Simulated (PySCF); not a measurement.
# C²⁺ (carbon, charge +2) across methods

[He] 2s1 2p1, high-spin 3P determinant (an excited configuration). All numbers are calculated (PySCF 2.14, the non-relativistic Hamiltonian (point nucleus), in aug-cc-pV5Z (7s6p5d4f3g2h, 127 functions)).

```csv
method,E (hartree),mean ε 1s β (eV),mean ε 2s α (eV),mean ε 2p α (eV),Σ⟨r²⟩ (bohr²),⟨S²⟩
BHandHLYP,-36.3101,-324.46,-45.390,-37.380,4.390,2.000
PBEsol,-36.0923,-304.83,-41.270,-33.108,4.437,2.000
UHF,-36.23815,-340.90,-49.536,-41.432,4.408,2.000
r2SCAN,-36.3016,-310.10,-42.029,-33.989,4.394,2.000
PBE0,-36.2679,-315.09,-43.546,-35.466,4.411,2.000
LDA,-35.9205,-303.61,-41.214,-33.043,4.458,2.000
PBE,-36.2554,-306.22,-41.415,-33.366,4.423,2.000
TPSSh,-36.3188,-312.11,-42.505,-34.468,4.395,2.000
```
